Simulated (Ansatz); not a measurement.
`[SiH3][SnH]([Cl])[I]` + HCl → `[SiH3][SnH]([Cl])[Cl]` + HI at 600 K and 1 bar (ligand exchange at the Sn–I bond).

Program: Ansatz. Geometries: PBE0-D4/def2-TZVP. ΔE: electronic, gas phase. CCSD(T)/CBS adds triple-zeta CCSD(T) − MP2 to the extrapolated MP2 energy (def2 sets, frozen cores). This one scheme is used for every species. Elements past krypton have def2 core potentials. For I, Sn outer-core shells are correlated without core-valence functions, which leaves a few kJ/mol of doubt a bond.

```tsv
species	CCSD(T)/CBS energy (Eh)	H − E (kJ/mol)	S (J/(mol·K))
`[SiH3][SnH]([Cl])[I]`	-1262.81979	151.0	497.8
HCl	-460.38127	35.4	207.2
`[SiH3][SnH]([Cl])[Cl]`	-1425.15460	151.4	477.9
HI	-298.03592	31.6	227.0
```

H − E and S are ideal-gas, rigid-rotor, harmonic terms from PBE0-D4/def2-TZVP, for one conformer and one mirror image of each species. 1 Eh = 2625.50 kJ/mol, R = 8.31446 J/(mol·K).

**Question.** By hand: ΔE, ΔH, ΔS and ΔG.

**Answer.** ΔE = (-1425.15460) + (-298.03592) − (-1262.81979) − (-460.38127) = 0.01054 Eh = 27.7 kJ/mol. Δ(H − E) = 151.4 + 31.6 − 151.0 − 35.4 = -3.4, so ΔH = 24.3 kJ/mol. ΔS = 477.9 + 227.0 − 497.8 − 207.2 = -0.1 J/(mol·K). ΔG = 24.3 − 600 × (-0.1)/1000 = 24.4 kJ/mol.

**Question.** By hand: the equilibrium constant, and the temperature at which ΔG would vanish if ΔH and ΔS stayed fixed.

**Answer.** log₁₀ K = −ΔG/(RT ln 10) = -2.1. ΔH and −TΔS have one sign here, so there is no such temperature. One of them is within its doubt of zero, so this could turn.

The number of gas molecules stays the same, so ΔS is small and ΔH decides. A doubt of 5 kJ/mol in ΔE shifts log₁₀ K by 0.4 here. Other conformers and mirror images would add mixing entropy, several J/(mol·K) or more a flexible species. Modes under 60 cm⁻¹, often nearly free rotors, make the harmonic entropy too high. These are equilibria of isolated gas molecules and say nothing of rates. Largest T1 diagnostic: 0.012 (customary marks: 0.02 for closed shells, 0.045 for open ones).
